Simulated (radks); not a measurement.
Question: These are the eigenvalues of the occupied orbitals of an atom or ion with whole-number occupations (hartree). Calculated with a radial shooting solver on a logarithmic mesh with Libxc functionals: scalar-relativistic Kohn-Sham, r2SCAN, spin-polarised, spherical densities, finite nucleus; meta-GGA in the generalised Kohn-Sham scheme; Fermi nuclear charge, rms radius of each element as measured or else 0.836 A^(1/3) + 0.57 fm.

| orbital | eigenvalue |
|---|---|
| 1s up | -179.7296 |
| 1s down | -179.4246 |
| 2s up | -32.55364 |
| 2p up | -29.68705 |
| 2p down | -29.04889 |

Which element is it, and in what charge state? The configuration may be excited. Open shells, if any, are filled with parallel spins first.

Answer: Z = 21, scandium, charge +13: Sc13+ in [He] 2s1 2p5. The list shows which subshells hold electrons but not how many an open one holds; the 1s level, -179.73 hartree, gives Z - s = 19.0 by -(Z - s)^2/2, which with screening and relativity narrows Z to a few neighbours, and the depths of the outer levels then fix element, charge and occupations together.
